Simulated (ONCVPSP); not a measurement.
**Te (Z = 52): ONCV pseudisation with LDA (Perdew-Wang 92), fully relativistic reference atom.**

tellurium (Te), optimised norm-conserving Vanderbilt (ONCV), made with ONCVPSP 4.0.1 (LDA (Perdew-Wang 92), fully relativistic). Core [Kr] 4d10, reference 5s2 5p3 (charge +1). Waves: 5s: rc 1.35 bohr, ncon 4, nbas 7, qcut 3.8 1/bohr, 2 projectors, debl 0.8 Ha; 5p: rc 1.35 bohr, ncon 4, nbas 8, qcut 7.3 1/bohr, local. Local part: the p channel. Core correction: Teter function, fcfact 4.25, rcfact 1.65.

Open shells are filled in proportion to 2j + 1.

All-electron outer shells of the reference configuration (LDA (PZ), scalar-relativistic, ld1.x):

```
shell  level (eV)  outermost node (bohr)  outermost maximum (bohr)
   4p     -123.27                   0.38                      0.74
   4d      -50.75                   0.36                      0.81
   5s      -23.74                   0.91                      1.77
   5p      -13.90                   1.00                      2.09
```

Problem. Is a potential produced?

Solution. No. ONCVPSP 4.0.1 stopped with "optimize: ERROR ps0norm > uunorm, code will stop": the continuity conditions at rc already need more norm inside rc than the all-electron wave has, so norm conservation cannot be met. It happened in the s channel.
